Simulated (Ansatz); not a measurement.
InAs nanocrystals, H-capped: gap (eV) against size, from Ansatz at PBE0-D4/def2-SVP, gas phase, singlets. N counts the atoms other than H and halogen caps. Core potentials for In, no spin–orbit coupling. The structures are stationary points that may keep the symmetry of their start.

| species | geometry | N | N^(−1/3) | gap (eV) |
| --- | --- | --- | --- | --- |
| In4As4H14, cut from wurtzite | PBE-D4/def2-SVP | 8 | 0.500 | 5.56 |
| In9As9H26, cut from wurtzite | PBE-D4/def2-SVP | 18 | 0.382 | 4.53 |
| In11As11H28, cut from wurtzite | PBE-D4/def2-SVP | 22 | 0.357 | 4.75 |
| In12As12H30, cut from wurtzite | PBE-D4/def2-SVP | 24 | 0.347 | 4.72 |
| In14As14H34, cut from wurtzite | PBE-D4/def2-SVP | 28 | 0.329 | 4.51 |

Q: Fit a straight line in N^(−1/3) and predict the value for In7As7H20, cut from wurtzite (N = 14, PBE-D4/def2-SVP geometry).

A: With x = N^(−1/3) and y = gap (eV): mean x = 0.383, mean y = 4.814; Σ(x − x̄)(y − ȳ) = 0.109, Σ(x − x̄)² = 0.01858; slope b = 5.867, intercept a = ȳ − b·x̄ = 2.567. The residuals of the fitted rows reach 0.28. At x = 0.415 the line gives 2.567 + (5.867 × 0.415) = 5.00; the run gave 5.26, 0.26 more than the line. R² of the fitted rows is 0.86. The intercept, 2.567 eV, is the line's value for infinite size, a rough extrapolation from members this small. The gap is the Kohn–Sham HOMO–LUMO difference.
